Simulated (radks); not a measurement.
The nitrogen anion N-, [He] 2s2 2p4, held by a Watson sphere: a shell of charge +1.06 at radius R that stands for the Madelung well of a crystal (potential energy -1.06/R inside, -1.06/r outside, in hartree with lengths in bohr). Method: scalar-relativistic Kohn-Sham, LB94 model potential, spin-unpolarised, spherical densities, finite nucleus; Fermi nuclear charge, rms radius of each element as measured or else 0.836 A^(1/3) + 0.57 fm; computed with a radial shooting solver on a logarithmic mesh with Libxc functionals. Response by self-consistent Sternheimer equations with the Hartree and adiabatic LDA kernel, the relativistic mass of each level held fixed and spin-orbit coupling left out. The sphere does not respond.

R (bohr)	e(1s) (eV)	e(2s) (eV)	e(2p) (eV)	<r> 2p (bohr)	sum of <r^2> (bohr^2)	X-ray form factor at sin(theta)/lambda = 0.3 1/angstrom	alpha (bohr^3)
1.73	-404.75	-24.393	-13.385	1.506	16.46	3.363	9.726
1.93	-404.55	-23.707	-12.817	1.537	17.10	3.328	10.80
2.12	-404.30	-23.098	-12.298	1.563	17.66	3.306	11.87
3.01	-402.87	-20.801	-10.203	1.650	19.61	3.272	17.25
3.08	-402.75	-20.654	-10.063	1.655	19.73	3.271	17.68
3.68	-401.83	-19.552	-8.991	1.687	20.55	3.269	21.25
3.76	-401.72	-19.423	-8.865	1.691	20.63	3.269	21.70
